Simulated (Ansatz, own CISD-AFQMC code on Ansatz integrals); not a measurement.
C2H2N2, SMILES `[H]/N=c1\cn1` (charge 0, multiplicity 1).

Cartesian coordinates (Å):
```xyz
6

N      1.5129     0.4120    -0.0415
C      0.2725     0.2688     0.0119
C     -1.0230    -0.2504     0.0309
N     -0.9264     1.0285     0.1529
H      1.9898    -0.4800    -0.1563
H     -1.8259    -0.9789     0.0021
```
Charge 0, spin multiplicity 1.

Frozen-core correlation energies in cc-pVDZ at a geometry from B3LYP-D3(BJ)/def2-TZVP, on an HF energy of -185.70365 Ha (<S^2> = 0.00). Wave-function levels are from Ansatz, the walk from an own CISD-AFQMC code on Ansatz integrals (time step 0.005/Ha, trial state from CCSD amplitudes, largest double 0.09).

| level | correlation energy (mHa) |
|---|---|
| MP2 | -566.7 |
| CCSD | -585.3 |
| CCSD(T) | -610.4 |

Problem. What correlation energy does phaseless AFQMC give, and where does it lie among these levels?

Solution. -612.1 ± 0.4 mHa (one standard error). AFQMC minus each level: MP2 -45.4 mHa, CCSD -26.8 mHa, CCSD(T) -1.7 mHa.
